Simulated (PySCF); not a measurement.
Tc(2+): excitation energy

Tc(2+) [Kr] 4d5 (6S) → Tc(2+) [Kr] 4d4 5p1 (high-spin determinant), as a difference of total energies. All numbers are calculated (PySCF 2.14, the spin-free X2C one-electron Hamiltonian (Gaussian nucleus), in x2c-TZVPPall with one added diffuse shell each of s, p, d, f type (9s7p7d3f1g, 95 functions)). Correlated levels: valence: [Kr] frozen. The calculations carry no spin-orbit coupling.

```csv
method,excitation energy (cm⁻¹)
UHF,90398
MP2 (valence),92796
SCS-MP2 (valence),91197
CCSD (valence),92625
CCSD(T) (valence),92618
```

A first-order spin-orbit estimate (lowest level to lowest level, LS coupling) adds -0.298 eV.

The determinant of the upper state mixes LS terms, which raises its energy above the lowest term, most at the Hartree-Fock and MP2 levels.
